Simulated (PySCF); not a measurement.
Trimethylchlorosilane, C₃H₉ClSi.
SMILES: `C[Si](C)(C)Cl`

The closed-shell ground state was solved at several levels (PySCF, density fitting, gas phase, non-relativistic). Geometry: PBE0-D3(BJ)/def2-TZVP; no solvent, vibrations or thermal averaging.

```json
{"level": "PBE0/pcSseg-2", "basis functions": "320", "HOMO (eV)": "-8.38", "LUMO (eV)": "0.32", "gap (eV)": "8.70", "dipole (D)": "2.33"}
{"level": "B97-2/pcSseg-2", "basis functions": "320", "HOMO (eV)": "-8.13", "LUMO (eV)": "0.36", "gap (eV)": "8.49", "dipole (D)": "2.33"}
{"level": "wB97X-D/pcSseg-2", "basis functions": "320", "HOMO (eV)": "-10.25", "LUMO (eV)": "1.97", "gap (eV)": "12.22", "dipole (D)": "2.36"}
```

(1) Estimate the row for KT3/pcSseg-2, a basis of 320 functions; the other rows only guide the guess.

(2) Over all these levels, which gives the widest orbital gap and which the narrowest?

(3) In the pcSseg-2 basis, how does the gap go with the fixed share of exact exchange?

(4) How far do the dipole and the HOMO energy spread over the levels?

Results:

(1) HOMO -7.17 eV, LUMO -0.54 eV, gap 6.63 eV, dipole 2.22 D.

(2) wB97X-D/pcSseg-2 (range-separated hybrid) has the widest, 12.22 eV, and KT3/pcSseg-2 (GGA) the narrowest, 6.63 eV. From the narrowest to the widest the HOMO moves by -3.08 eV and the LUMO by +2.51 eV.

(3) KT3 (0 %) 6.63 eV; B97-2 (21 %) 8.49 eV; PBE0 (25 %) 8.70 eV. Each rise in the share widens the gap here.

(4) The dipole runs from 2.22 to 2.36 D (mean 2.31 D) and the HOMO from -10.25 to -7.17 eV.
